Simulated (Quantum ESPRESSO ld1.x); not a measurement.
Values are calculated unless marked as measured or tabulated.
Problem. Coherent X-ray form factor from a spherical all-electron density. Level of theory: Dirac Kohn-Sham, PW91, spin-unpolarised, spherical densities, point nucleus (ld1.x of Quantum ESPRESSO 7.5).

sin(theta)/lambda (1/angstrom)  f0 (electrons)
0.05                                    70.352
0.1                                     68.525
0.15                                    65.811
0.2                                     62.564
0.25                                    59.095
0.3                                     55.627
0.4                                     49.172
0.5                                     43.612
0.6                                     38.888
0.8                                     31.314
1                                       25.606
1.25                                    20.637
1.5                                     17.505
2                                       13.867

The species is in the configuration that NIST lists as its ground one. Which atom or ion scatters so?

Solution. The tungsten ion W3+, [Xe] 4f14 5d3. Extrapolating in s^2 from the first two rows gives f0(0) = 71.0, near the electron count 71; among species with that count, the fall with angle is slower the higher Z, and the table is that of Z = 74; from so few rows the species is fixed only to a neighbour or two.
